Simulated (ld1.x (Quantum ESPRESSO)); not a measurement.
# Ti (Z = 22): variants of one TM potential

Base potential:

```json
{"Element": "Ti", "Generator": "ld1.x (Quantum ESPRESSO) 7.5", "Type": "norm-conserving Troullier–Martins (Kleinman–Bylander form)", "Functional": "PBE", "Relativity": "scalar-relativistic", "Frozen core": "[Ne] 3s2", "Valence charge": "10", "Reference configuration": "3p6 3d2 4s2 4p0", "Partial waves": "4s (bound): rc 2.35 bohr; 3p (bound): rc 1.15 bohr; 3d (bound): rc 1.30 bohr", "Local potential": "all-electron potential smoothed inside 1.95 bohr (lloc = -1)", "Core correction": "a·sin(br)/r model core inside 0.80 bohr"}
```

Cutoffs, loose and tight: the cutoffs (Ry, on a coarse ladder) from which the occupation-weighted sum of valence levels, in a spherical-Bessel basis at the reference potential, stays within 10 and 1 mRy of its value at 400 Ry. They do not see the model core or the augmentation charge, which bear on the density cutoff. Test errors are all-electron minus pseudo excitation energies from the reference, over the configurations 3p6 3d2 4s1 4p0; 3p6 3d2 4s0 4p0; 3p6 3d1 4s0 4p0; 3p6 3d2 4s1.5 4p0; 3p6 3d2.5 4s1.5 4p0; 3p6 3d2 4s0 4p2; 3p6 3d0 4s0 4p0. A dash means not determined; rows that change the core or the reference have their own tests. The largest error is taken over the tests solved by every variant that gives reliable tests at all: 3p6 3d0 4s0 4p0; 3p6 3d1 4s0 4p0; 3p6 3d2 4s0 4p0; 3p6 3d2 4s0 4p2; 3p6 3d2 4s1 4p0; 3p6 3d2 4s1.5 4p0.

A true bound ghost makes a file unfit for plane-wave use even where its test errors are small: the radial tests pick states by their node count and pass the ghost by. Where a test does run into it, the solver fails or the error is huge.

| change | outcome | cutoff, loose | cutoff, tight | bound ghosts | largest test error (meV) |
| --- | --- | --- | --- | --- | --- |
| base | generated | 100 Ry | 140 Ry | s | -106 |
| local potential all-electron potential smoothed inside 0.88 bohr (lloc = -1) | generated | 100 Ry | 120 Ry | s | +105 |
| local potential all-electron potential smoothed inside 1.26 bohr (lloc = -1) | generated | 100 Ry | 140 Ry | s | +91 |
| local potential all-electron potential smoothed inside 1.42 bohr (lloc = -1) | generated | 100 Ry | 140 Ry | s | +115 |
| local potential all-electron potential smoothed inside 1.66 bohr (lloc = -1) | generated | 100 Ry | 140 Ry | s | +77 |
| local potential all-electron potential smoothed inside 1.96 bohr (lloc = -1) | generated | 100 Ry | 140 Ry | s | -118 |
| local potential all-electron potential smoothed inside 2.16 bohr (lloc = -1) | generated | 100 Ry | 140 Ry | s | -143 |
| local potential all-electron potential smoothed inside 2.46 bohr (lloc = -1) | generated | 100 Ry | 140 Ry | none | -383 |

**Question.** What comes out with this change to the base: local potential all-electron potential smoothed inside 2.64 bohr (lloc = -1)?

**Answer.** outcome: generated; cutoff, loose: 100 Ry; cutoff, tight: 140 Ry; bound ghosts: none; largest test error (meV): -517.

Reading the sweep of the rcloc (base included, trends over the rows without a ghost): Bound ghosts are found at 0.88, 1.26, 1.42, 1.66, 1.95, 1.96, 2.16 bohr.
